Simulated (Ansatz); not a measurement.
Basis-set extrapolation for C3HN3O3Si (`O=C=N[SiH](N=C=O)N=C=O`) (PBE0-D4/def2-TZVP geometry, frozen core, Ansatz 0.2.0). Multiplicity 1, RHF reference.

```
                      def2-TZVPP   def2-QZVPP
                 HF  -791.454573  -791.485075
    MP2 correlation    -1.784713    -1.917647
CCSD(T) correlation    -1.862307      not run
```

Energies in hartree. Use E(X) = E(∞) + A·exp(−7.88·√X) for Hartree–Fock and E(X) = E(∞) + B·X^(−2.97) for correlation, with X = 3 and 4, and add CCSD(T) minus MP2 of the smaller set to the MP2 limit.

Q: What is the CCSD(T) energy at the basis-set limit?

A: HF limit: -791.485075 + (-0.030502) × 0.13774 = -791.48928. MP2 limit: -1.917647 + (-0.132934) × 0.74074 = -2.01612. Higher-order term: -1.862307 − (-1.784713) = -0.07759. Total: -793.58299 hartree, 7.24 eV below CCSD(T)/def2-TZVPP.
